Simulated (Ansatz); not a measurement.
A structure relaxed at PBE-D4/def2-SVP in Ansatz, charge 0, singlet:

```csv
atom,x (Å),y (Å),z (Å)
V1,-0.652,-1.090,-1.014
V2,1.316,-0.954,-0.005
V3,0.180,1.052,-0.707
V4,-0.488,-0.105,1.179
O5,-0.542,1.670,0.833
O6,1.897,0.592,-0.729
O7,-1.711,-1.165,0.444
```

Give its formula and point group.

the cluster V4O3. Point group C2 (tolerance 0.1 Å).

Summarise the bond lengths by kind (pairs closer than 1.2 times the sum of covalent radii, bridged metal pairs left out).

6 × O–V 1.78 to 1.81 Å; 3 × V–V 2.22 to 2.32 Å.

The restricted singlet is unstable towards broken spin symmetry at other levels; at PBE-D4/def2-SVP this wasn't settled. The relaxation made no stability test and no search for a lower SCF solution. No other spin state of charge 0 was run. Another isomer (singlet) lies 0.04 eV lower at PBE-D4/def2-TZVP; other spin states weren't run for this one.
